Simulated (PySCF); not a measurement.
PySCF 2.14 output of an unrestricted PBE0 calculation on a single atom or ion in cc-pVTZ-DK, with the spin-free X2C one-electron Hamiltonian (Gaussian nucleus):

```
SCF conv_tol = 1e-09
number electrons alpha = 17  beta = 15
    C. Adamo and V. Barone.,  J. Chem. Phys. 110, 6158 (1999)
    M. Ernzerhof and G. E. Scuseria.,  J. Chem. Phys. 110, 5029 (1999)
cycle= 1 E= -2603.40774511749  delta_E= -0.00637  |g|= 0.0595  |ddm|= 0.275
cycle= 2 E= -2603.40808894059  delta_E= -0.000344  |g|= 0.0315  |ddm|= 0.0811
cycle= 3 E= -2603.40822322869  delta_E= -0.000134  |g|= 0.000822  |ddm|= 0.027
cycle= 4 E= -2603.40822354641  delta_E= -3.18e-07  |g|= 7.95e-05  |ddm|= 0.00108
cycle= 5 E= -2603.40822354794  delta_E= -1.52e-09  |g|= 9.64e-07  |ddm|= 9.88e-05
cycle= 6 E= -2603.40822354794  delta_E= -2.27e-12  |g|= 1.81e-08  |ddm|= 2.37e-06
converged SCF energy = -2603.40822354794  <S^2> = 2.0021919  2S+1 = 3.0014609
```

The run itself started from symmetry-adapted Hartree-Fock orbitals and held the occupation by maximum overlap, on a logarithmic radial grid, so the iterations belong to that start.

Question: Which element, charge and spin multiplicity is this?

Answer: Br³⁺ (bromine, charge +3), multiplicity 3; the state was [Ar] 3d10 4s2 4p2, high-spin 3P determinant.
